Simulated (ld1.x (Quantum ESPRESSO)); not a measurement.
Reading a pseudo-wave (rubidium (Rb))

Columns: radius, all-electron u(r) and pseudo u(r) of the 4p shell (level -16.03 eV) of rubidium in the configuration [Ar] 3d10 4s2 4p6 5s1 5p0; LDA (PZ), scalar-relativistic, TM scheme, ld1.x (Quantum ESPRESSO) 7.5.

| r (bohr) | all-electron | pseudo |
| --- | --- | --- |
| 0.125 | 0.2099 | 0.0141 |
| 0.250 | -0.2205 | 0.0556 |
| 0.375 | -0.4072 | 0.1223 |
| 0.500 | -0.2881 | 0.2105 |
| 0.625 | -0.0352 | 0.3151 |
| 0.750 | 0.2327 | 0.4290 |
| 0.875 | 0.4610 | 0.5439 |
| 1.000 | 0.6320 | 0.6499 |
| 1.125 | 0.7462 | 0.7374 |
| 1.250 | 0.8117 | 0.7987 |
| 1.375 | 0.8384 | 0.8300 |
| 1.500 | 0.8359 | 0.8326 |
| 1.625 | 0.8127 | 0.8121 |
| 1.750 | 0.7756 | 0.7755 |
| 1.875 | 0.7296 | 0.7296 |
| 2.000 | 0.6788 | 0.6788 |
| 2.125 | 0.6260 | 0.6260 |
| 2.250 | 0.5733 | 0.5733 |
| 2.375 | 0.5219 | 0.5219 |
| 2.500 | 0.4729 | 0.4729 |
| 2.625 | 0.4267 | 0.4267 |
| 2.750 | 0.3838 | 0.3838 |
| 2.875 | 0.3443 | 0.3443 |
| 3.000 | 0.3080 | 0.3080 |
| 3.125 | 0.2750 | 0.2750 |
| 3.250 | 0.2452 | 0.2452 |

**Question.** How many radial nodes do the two functions have?

**Answer.** The all-electron 4p function has n − l − 1 = 2; the pseudo-wave has 0, since the states of the same l below it are removed with the core.

**Question.** At about which radius was the pseudo-wave matched?

**Answer.** 1.90 bohr. The columns agree to 0.0005 from 1.75 bohr on; several derivatives are matched, so the curves merge somewhat inside the radius.

**Question.** Where does each function peak?

**Answer.** Outermost all-electron maximum near 1.38 bohr, pseudo maximum near 1.50 bohr (to the table’s step).

**Question.** Is the pseudo-wave norm-conserving?

**Answer.** Yes: the TM scheme keeps the norm inside the radius equal to the all-electron one, which fixes the energy derivative of the logarithmic derivative at the level.
